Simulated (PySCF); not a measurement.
SSn, SMILES [Sn]=[S] (connectivity only; charge and spin as stated), neutral, multiplicity 1. Atoms are numbered in the order given.

```xyz
2

Sn     0.0000     0.0000    -0.5410
S      0.0000     0.0000     1.6907
```

The structure is a stationary point at PBE-D3(BJ)/def2-TZVP. The def2 effective core potentials stand for the cores of Sn; spin–orbit coupling is left out.

Method: PBE/def2-TZVPD run with PySCF.

Q: Estimate the frontier levels, gap, dipole moment and polarisability. (Estimate from the structure and the level; the computed values follow.)

A: 
```
Quantity                                                                                                       Result
---------------------------------------------------------------------------------------------  ----------------------
highest occupied level                                                                                       -6.32 eV
lowest empty level                                                                                           -3.23 eV
orbital gap                                                                                                   3.09 eV
dipole moment                                                                                                  3.26 D
quadrupole, principal values (traceless, Buckingham form, about the centre of nuclear charge)   -4.95, 2.47, 2.47 D·Å
mean static polarisability                                                                       66.8 bohr³ (9.90 Å³)
polarisability, principal values                                                               52.9, 52.9, 94.6 bohr³
```
